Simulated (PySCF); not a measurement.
Ligand exchange on a metal centre used in film growth or etching (Ta OH-NH2). Isolated molecules, 0 K electronic values unless said otherwise. One relaxed conformer stands for each flexible species; it need not be the lowest.

Computed with B3LYP-D3(BJ)/def2-TZVP // BP86-D3(BJ)/def2-SVP in PySCF. B3LYP has the VWN-RPA correlation part, as in Gaussian. 

```tsv
species	charge on the central atom (Mulliken) (e)	mean distance from the central atom to its bonded neighbours (Å)	HOMO–LUMO gap (eV)	coordination number
0 of 5 OH replaced by NH2 ([Ta(OH)5])	1.58	1.940	7.08	5
2 of 5 OH replaced by NH2	1.52	1.970	5.74	5
3 of 5 OH replaced by NH2 ([Ta(OH)2(NH2)3])	1.42	1.989	5.89	5
4 of 5 OH replaced by NH2 ([Ta(OH)(NH2)4])	1.44	2.007	5.47	5
```
